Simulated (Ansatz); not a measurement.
Consider the substitution at a C–In bond: `[CH3][InH][C]#N` + CH₃OH → `COC#N` + `[CH3][InH2]`.

Gas-phase electronic energies from Ansatz, PBE0-D4/def2-TZVP geometries. CCSD(T)/CBS adds triple-zeta CCSD(T) − MP2 to the extrapolated MP2 energy (def2 sets, frozen cores). This one scheme is used for every species. DFT in def2-TZVPP. B3LYP here is the variant with VWN-RPA as its local correlation; programs differ in this. Elements past krypton have def2 core potentials. For In outer-core shells are correlated without core-valence functions, which leaves a few kJ/mol of doubt a bond.

| level | ΔE (kJ/mol) | difference from CCSD(T)/CBS |
| --- | --- | --- |
| B97M-V | 104.2 | -33.6 |
| CAM-B3LYP-D4 | 116.1 | -21.7 |
| ωB97M-V | 124.7 | -13.1 |
| revPBE | 109.5 | -28.3 |
| r2SCAN | 111.5 | -26.3 |
| B3LYP | 115.3 | -22.5 |
| BHLYP | 121.3 | -16.5 |
| CAM-B3LYP | 116.1 | -21.7 |
| HF/def2-TZVPP | 127.8 | -10.0 |
| CCSD/def2-TZVPP | 134.6 | -3.2 |
| CCSD(T)/CBS | 137.8 | 0 |

Largest T1 diagnostic among the species: 0.014.

From BLYP to BHLYP (50 % exact exchange), in def2-TZVPP and without D4, ΔE moves by +10.0 kJ/mol. At CCSD(T), def2-SVP lies −25.0 kJ/mol from the extrapolated value and def2-TZVPP −4.3 kJ/mol. Leaving LDA and LC-ωPBE aside and taking each functional with its dispersion term where it has one, the values spread over 20.5 kJ/mol, from B97M-V to ωB97M-V. LDA lies −17.4 kJ/mol from PBE without D4.
